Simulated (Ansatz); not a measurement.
A nudged elastic band was laid between two geometries of CH₇FSiSn (11 atoms, charge 0, multiplicity 1).

Theory: Ansatz, RKS B3LYP/def2-SVP.

- movable images: 5
- climbing image: yes
- spring: 5.0 eV/Å²
- optimiser: quadratic models (default)
- start path: through a guess of the saddle point
- force threshold: 0.03 eV/Å
- iteration limit: 60
- end points: relaxed

First end point:

```xyz
11
Properties=species:S:1:pos:R:3
C -0.961 1.490 0.217
Si -0.140 -0.011 1.019
Sn 1.110 -1.371 -0.805
F -0.137 -1.309 -2.326
H -1.598 1.168 -0.622
H -1.586 2.027 0.949
H -0.208 2.191 -0.175
H -1.155 -0.911 1.643
H 0.836 0.392 2.076
H 2.556 -0.667 -1.432
H 1.350 -3.056 -0.524
```

Last end point:

```xyz
11
Properties=species:S:1:pos:R:3
C -0.991 1.470 0.213
Si -0.234 -0.071 0.999
Sn 1.191 -1.318 -0.777
F 0.090 -1.170 -2.400
H -1.684 1.964 0.912
H -0.210 2.194 -0.068
H -1.545 1.197 -0.698
H -1.292 -1.010 1.476
H 0.639 0.274 2.162
H 2.682 -0.571 -1.225
H 1.419 -3.015 -0.573
```

Which bonds break or form, and what moves?

No bond is made or broken. The dihedral H6–C1–Si2–Sn3 goes from 174 to -66°. The two ends are copies of one structure, up to a mirror image or an exchange of like atoms.

Give the energies along the band, and the barrier.

It converged. The highest image is number 3 of 0 to 6, 1.8 kcal/mol above the ends, which have the same energy within 2 meV. A vibrational analysis at the climbing image gives one clearly imaginary mode, 174i cm⁻¹: a first-order saddle point.

```json
{"image": "0", "path coordinate (Å)": "0.00", "energy (kcal/mol)": "0.0", "dihedral H6–C1–Si2–Sn3 (°)": "174"}
{"image": "1", "path coordinate (Å)": "0.68", "energy (kcal/mol)": "0.3", "dihedral H6–C1–Si2–Sn3 (°)": "-167"}
{"image": "2", "path coordinate (Å)": "1.37", "energy (kcal/mol)": "1.2", "dihedral H6–C1–Si2–Sn3 (°)": "-144"}
{"image": "3", "path coordinate (Å)": "2.05", "energy (kcal/mol)": "1.8", "dihedral H6–C1–Si2–Sn3 (°)": "-120"}
{"image": "4", "path coordinate (Å)": "2.71", "energy (kcal/mol)": "1.2", "dihedral H6–C1–Si2–Sn3 (°)": "-99"}
{"image": "5", "path coordinate (Å)": "3.37", "energy (kcal/mol)": "0.3", "dihedral H6–C1–Si2–Sn3 (°)": "-79"}
{"image": "6", "path coordinate (Å)": "4.03", "energy (kcal/mol)": "0.0", "dihedral H6–C1–Si2–Sn3 (°)": "-66"}
```

What is the geometry of the highest image?


```xyz
11
Properties=species:S:1:pos:R:3
C -0.940 1.569 0.264
Si -0.306 -0.099 0.919
Sn 1.183 -1.345 -0.807
F 0.051 -1.633 -2.386
H -2.041 1.576 0.253
H -0.598 2.390 0.912
H -0.594 1.777 -0.760
H -1.432 -1.010 1.276
H 0.530 0.086 2.146
H 2.514 -0.438 -1.430
H 1.699 -2.931 -0.367
```

What are the harmonic wavenumbers there?

174i, 21, 88, 141, 285, 328, 435, 541, 602, 626, 663, 681, 688, 730, 859, 869, 943, 1276, 1437, 1440, 1874, 1887, 2198, 2217, 3043, 3135, 3137 cm⁻¹.

The run took 2.1 min on 2 threads of Arm Neoverse V2, with other jobs on the host, peak memory 0.25 GiB.
